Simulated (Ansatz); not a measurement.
A nudged elastic band was laid between two geometries of F2H2Si + H2O (8 atoms, charge 0, multiplicity 1).

Method: RKS PBE0-D4/def2-SVP (Ansatz).

| Property | Result |
| --- | --- |
| movable images | 7 |
| climbing image | yes |
| spring | 5.0 eV/Å² |
| optimiser | quadratic models (default) |
| start path | through a guess of the saddle point |
| force threshold | 0.05 eV/Å |
| iteration limit | 60 |
| end points | relaxed |

Initial state:

```xyz
8
Properties=species:S:1:pos:R:3
Si 0.226 -0.092 -0.042
H 0.406 -0.746 1.273
F 1.739 0.195 -0.558
F -0.392 1.407 0.116
H -0.424 -0.828 -1.142
O -2.143 -0.439 0.764
H -2.174 -0.456 1.728
H -2.441 0.452 0.538
```

Final state:

```xyz
8
Properties=species:S:1:pos:R:3
Si -0.186 -0.283 -0.678
H -1.658 0.885 2.734
F 1.357 -0.547 -0.302
F -0.460 1.252 -0.258
H -0.399 -0.471 -2.117
O -1.177 -1.277 0.150
H -1.245 -1.183 1.106
H -1.435 1.117 2.043
```

Q: What changes between the two ends?

A: Bonds broken: Si1–H2, O6–H8. Bonds formed: Si1–O6, H2–H8. F2H2Si + H2O becomes F2H2OSi + H2.

Q: Give the energies along the band, and the barrier.

A: The run converged. The highest image is number 4 of 0 to 8, 1.60 eV above the first end and 2.26 eV above the last; the last end lies 0.66 eV below the first. The profile has 2 maxima (images 1, 4) with wells between them (image 2): this band takes more than one step, which may be the mechanism or a detour left from its start path. Neighbouring images differ by up to 1.9 eV, so the band resolves the path poorly. A vibrational analysis at the climbing image gives one clearly imaginary mode, 1310i cm⁻¹: a first-order saddle point. The orbitals stay closed-shell, which can raise the energy where a bond breaks towards radicals; this wasn't checked here.

```csv
image,path coordinate (Å),energy (eV),Si1–H2 (Å),O6–H8 (Å),Si1–O6 (Å)
0,0.00,0.00,1.48,0.97,2.53
1,1.20,0.05,1.48,0.96,2.50
2,2.40,0.00,1.48,0.97,2.50
3,3.59,0.18,1.49,0.96,2.36
4,4.79,1.60,1.71,1.22,1.85
5,6.17,-0.35,2.75,2.09,1.64
6,7.54,-0.57,3.95,2.57,1.63
7,8.91,-0.64,3.49,3.10,1.63
8,10.29,-0.66,3.89,3.06,1.63
```

Q: What is the geometry of the highest image?

A: 
```xyz
8
Properties=species:S:1:pos:R:3:forces:R:3
Si -0.265 0.109 -0.078 0.01 0.00 -0.01
H 0.092 -0.166 1.575 0.00 0.01 0.00
F 1.309 -0.283 -0.262 0.00 -0.01 0.00
F -0.314 1.716 -0.132 0.00 0.00 0.00
H -0.758 -0.526 -1.325 0.00 0.00 0.00
O -1.864 -0.177 0.811 0.01 0.00 0.00
H -2.488 -0.857 0.520 0.00 0.00 0.00
H -0.914 -0.324 1.568 -0.01 -0.01 -0.01
```

The band took 32 iterations and roughly 11 core-minutes.

Run time: 11 min on 1 thread of AMD EPYC 7R43 64-Core Processor (Zen 3), with other jobs on the host, peak memory 0.15 GiB.
